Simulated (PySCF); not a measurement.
## Electric field gradients and quadrupole coupling constants

Compound: C4H13BO2Si.
Z-matrix (Å and degrees, PBE0-D3(BJ)/def2-SVP geometry), rows numbered from 1:
```
B 
O   1  1.6142
C   2  1.4394  1  119.41
C   3  1.5153  2  103.77  1  -160.08
C   4  1.5252  3  101.72  2    33.61
C   2  1.4521  1  119.14  3  -143.79
O   6  1.3682  2  109.45  1  -107.28
Si  7  1.6924  6  125.49  2    64.72
H   1  1.2198  2  104.00  3   -48.20
H   1  1.2272  2  105.15  3    72.47
H   1  1.2235  2  103.44  3  -167.72
H   3  1.0974  2  107.73  1    77.25
H   3  1.1019  2  107.59  1   -40.37
H   4  1.0983  3  112.25  2   155.33
H   4  1.1001  3  110.63  2   -83.29
H   5  1.1010  4  110.66  3    75.46
H   5  1.0972  4  114.46  3  -160.95
H   6  1.1023  2  105.33  1    13.67
H   8  1.4882  7  103.85  6   167.94
H   8  1.4876  7  111.25  6   -73.68
H   8  1.4909  7  109.65  6    49.78
```

Field gradients from the PBE0/pcSseg-1 density (PySCF, non-relativistic), principal values in atomic units, ordered |Vxx| ≤ |Vyy| ≤ |Vzz|:

```
atom      Vxx      Vyy      Vzz
  B1  -0.1687  -0.1860   0.3548
  O2   0.4442   1.5884  -2.0326
  O7  -0.4904  -1.1939   1.6843
```

Q: Find the asymmetry η = (Vxx − Vyy)/Vzz and the couplings χ = eQV/h (234.96 MHz × Q in barn × V in au), with Q(11B) = 0.04059 b, Q(17O) = −0.0256 b.

A: 
```
atom                 environment  nucleus     η  χzz (MHz)  χxx (MHz)  χyy (MHz)
  B1       four-coordinate boron      11B  0.05      3.384     -1.609     -1.774
  O2  oxygen bonded to B and 2 C      17O  0.56      12.23      -2.67      -9.55
  O7          silyl ether oxygen      17O  0.42     -10.13       2.95       7.18
```

The tensor is traceless: Vxx + Vyy + Vzz = 0.

Q: What is Vzz at O7 in SI units (1 au = 9.71736 × 10²¹ V/m²)?

A: 1.6843 au = 16.367 × 10²¹ V/m².

Q: And the gradient at the other heavy atoms, for which no coupling is worked out here?

A: 
```json
{"atom": "C3", "environment": "sp3 carbon bound to oxygen", "Vzz (au)": "0.529", "η": "0.11"}
{"atom": "C4", "environment": "ring CH2 carbon", "Vzz (au)": "0.083", "η": "0.95"}
{"atom": "C5", "environment": "ring CH2 carbon", "Vzz (au)": "-0.076", "η": "0.97"}
{"atom": "C6", "environment": "sp3 carbon bearing two oxygens", "Vzz (au)": "-0.465", "η": "0.90"}
{"atom": "Si8", "environment": "oxygen-bound silicon", "Vzz (au)": "0.672", "η": "0.10"}
```

Were the hydrogens deuterons (Q(2H) = 0.00286 b), χzz would run from 93 kHz (H21) to 197 kHz (H17 and H14).

The structure is a single PBE0-D3(BJ)/def2-SVP conformer in the gas phase; no vibrational or solvent corrections. These gradients aren't converged with respect to the basis.

These values come from a run that also computed NMR shieldings. Time: 32 s; peak memory 0.99 GiB. Hardware: one thread, Intel Xeon 6975P-C (x86_64), shared host.
